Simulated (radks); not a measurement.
Question: These are the eigenvalues of the occupied orbitals of an atom or ion with whole-number occupations (eV). Calculated with a radial shooting solver on a logarithmic mesh with Libxc functionals: non-relativistic Kohn-Sham, LDA (Slater exchange, Perdew-Wang correlation), spin-unpolarised, spherical densities, point nucleus.

1s: -40715.23
2s: -9754.611

Which element is it, and in what charge state? The configuration may be excited.

Answer: Z = 56, barium, charge +52: Ba52+ in [He] 2s2. The 1s level, -1496.3 hartree, gives Z - s = 54.7 by -(Z - s)^2/2, which with screening narrows Z to a few neighbours, and the depths must fix Z and the occupations together.
